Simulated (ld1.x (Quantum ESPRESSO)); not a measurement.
## What one change does to a pseudopotential (gallium, ultrasoft)

ld1.x (Quantum ESPRESSO) 7.5 input, shortened:

```
&input
   title='Ga', zed=31., rel=1, dft='PBE', iswitch=3,
   config='[Ar] 3d10 4s2 4p0.75 4d-2'
 /
 &inputp
   pseudotype=3, tm=.true., lloc=-2, rcloc=1.90,
   nlcc=.true., new_core_ps=.true.
 /
5
4S  1  0   2.00   0.00  1.50  1.90  0.0
4S  1  0   0.00   0.60  1.50  1.90  0.0
4P  2  1   0.75   0.00  1.65  2.15  0.0
4P  2  1   0.00   0.70  1.65  2.15  0.0
4D  3  2  -2.00   0.20  1.80  2.05  0.0
 &test
   configts(1)='4s2 4p0.75'
 /
```

Change: core correction none.

Cutoffs: the cutoffs (Ry, on a coarse ladder) from which the occupation-weighted sum of valence levels, in a spherical-Bessel basis at the reference potential, stays within 10 and 1 mRy of its value at 400 Ry; they do not see the model core or the augmentation charge, which bear on the density cutoff. Errors are all-electron minus pseudo energies relative to the spin-unpolarised reference configuration.

Problem. How do hardness, ghosts and transferability respond?

Solution. Both files are so soft that the ladder of cutoffs tells neither apart; of the 7 tests that both files solve, the error grows in 4 and shrinks in 3 by more than 15 % and 0.3 meV (median size 14.7 → 8.5 meV); neither file shows a bound ghost. The default core radius of the base comes out at 1.55 bohr.

| quantity | base | changed |
| --- | --- | --- |
| cutoff, loose | 8 Ry | 8 Ry |
| cutoff, tight | 10 Ry | 10 Ry |
| bound ghosts | none | none |
| error for 4s2 4p1, meV [ΔE -0.82 eV] | -0.2 | +0.6 |
| error for 4s2 4p0, meV [ΔE 4.86 eV] | -8.7 | +7.2 |
| error for 4s1 4p0, meV [ΔE 25.99 eV] | -172 | +59 |
| error for 4s0 4p3, meV [ΔE 12.55 eV] | -63 | +107 |
| error for 4s2 4p1.3, meV [ΔE -1.36 eV] | -0.8 | +2.0 |
| error for 4s1 4p1, meV [ΔE 12.24 eV] | -45 | +8.5 |
| error for 4s1 4p2, meV [ΔE 5.71 eV] | -15 | +25 |
| s: phases at 2.36 bohr within 0.05 rad from the reference energy up to (Ry; the scan ends near 5) | 4.5 | 4.5 |
| p: phases at 2.36 bohr within 0.05 rad from the reference energy up to (Ry; the scan ends near 5) | to the end of the scan | to the end of the scan |
| d: phases at 2.36 bohr within 0.05 rad from the reference energy up to (Ry; the scan ends near 5) | 0.7 | 0.7 |
| lowest overlap eigenvalue by channel | s 0.37, p 0.62, d 1.00 | s 0.37, p 0.62, d 1.00 |
